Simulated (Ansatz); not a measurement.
Input for Ansatz (a program for electronic structure): R-PBE0/def2-TZVPP on C3H9B (SMILES BCCC).

Ansatz 0.2 input:
```yaml
crystal:
  periodic: [false, false, false]
  atoms:
    - {symbol: B, position_ang: [-2.11563501, 0.37874540, -0.54373863]}
    - {symbol: C, position_ang: [-0.72040191, -0.29235148, -0.65973043]}
    - {symbol: C, position_ang: [0.48066949, 0.41374624, -0.02610086]}
    - {symbol: C, position_ang: [1.79464179, -0.34060395, -0.20740469]}
    - {symbol: H, position_ang: [-3.07060765, -0.15428955, -1.02445834]}
    - {symbol: H, position_ang: [-2.27203917, 1.42386755, 0.01502150]}
    - {symbol: H, position_ang: [-0.53829980, -0.47209181, -1.73208997]}
    - {symbol: H, position_ang: [-0.81748341, -1.31628248, -0.26361642]}
    - {symbol: H, position_ang: [0.57279276, 1.41701468, -0.45283902]}
    - {symbol: H, position_ang: [0.28785022, 0.56141039, 1.04074701]}
    - {symbol: H, position_ang: [1.74015821, -1.33583784, 0.24133759]}
    - {symbol: H, position_ang: [2.63022282, 0.18840230, 0.25517656]}
    - {symbol: H, position_ang: [2.02813165, -0.47172946, -1.26718342]}
basis:
  gaussian:
    orbitals: def2-TZVPP
hamiltonian:
  xc: {name: PBE0}
scf: {lower_state_search: off}
```

Output:

```
WARN ansatz: RAYON_NUM_THREADS=1 ignored (pool sized by the plan → 1); use --threads N
Functional definition: PBE0
these checks for a lower state are left out or cut short: stability, starts, cluster_reference, orbital_swaps, neighbouring_geometries, increment
integrals: 0.14 GiB planned
1240 factors; their error is unknown
mean field: 1.43 GiB planned
mean field evaluation 1: about -3920.6657 eV, gradient 6.2e1 eV
mean field evaluation 2: about -3916.7720 eV, gradient 7.2e1 eV
mean field evaluation 4: about -3929.9485 eV, gradient 2.6e0 eV
mean field evaluation 8: about -3929.9695 eV, gradient 2.3e-2 eV
mean field evaluation 16: about -3929.9490 eV, gradient 2.2e-5 eV
mean field -3929.94898988 eV, -144.4229615628 hartree, gradient 5.7e-6 eV, S^2 0.000000; 0 other end points of the search recorded, 0 dependent functions left out
reference -3929.94902596 eV, -144.4229628888 hartree; 16, 16 occupied and 234, 234 virtual orbitals, 1240 factors
Total energy: -3929.94902596 eV, -144.4229628888 hartree
Checks for a lower state left out: stability, starts, cluster_reference, orbital_swaps, neighbouring_geometries, increment
```

Self-consistency was reached.

Cost: very roughly 3 core-seconds.
